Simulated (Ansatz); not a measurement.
Consider the formal hydrolysis of a Cd–N bond: `[NH2][Cd][SH]` + H₂O → `[OH][Cd][SH]` + NH₃.

Program: Ansatz. Geometries: PBE0-D4/def2-TZVP. ΔE: electronic, gas phase. CCSD(T)/CBS adds triple-zeta CCSD(T) − MP2 to the extrapolated MP2 energy (def2 sets, frozen cores). This one scheme is used for every species. Functionals use def2-TZVPP. B3LYP here is the variant with VWN-RPA as its local correlation; programs differ in this. Elements past krypton have def2 core potentials. For Cd outer-core shells are correlated without core-valence functions, which leaves a few kJ/mol of doubt a bond. Each species was taken in one conformer, which may not be the lowest.

```tsv
level	ΔE (kcal/mol)	difference from CCSD(T)/CBS
PBE-D4	-4.0	-0.4
r2SCAN-D4	-4.6	-1.0
B97M-V	-5.6	-2.0
PBE0-D4	-3.5	0.1
B3LYP-D4	-4.4	-0.8
r2SCANh-D4	-4.3	-0.7
B2PLYP	-4.4	-0.8
BLYP	-5.5	-1.9
PBE0	-3.7	-0.1
B3LYP	-4.9	-1.3
CAM-B3LYP	-4.8	-1.2
HF/def2-SVP	-5.6	-2.0
MP2/def2-SVP	-3.2	0.4
CCSD/def2-TZVPP	-3.4	0.2
SCS-MP2/def2-QZVPP	-3.7	-0.1
CCSD/CBS(def2)	-3.9	-0.3
CCSD(T)/CBS	-3.6	0
```

Largest T1 diagnostic among the species: 0.015.

From BLYP to BHLYP (50 % exact exchange), in def2-TZVPP and without D4, ΔE moves by +0.7 kcal/mol. In def2-TZVPP, CCSD(T) changes the Hartree–Fock value by +2.3 kcal/mol (the triples alone add +0.2 kcal/mol) and MP2 by +3.1 kcal/mol.
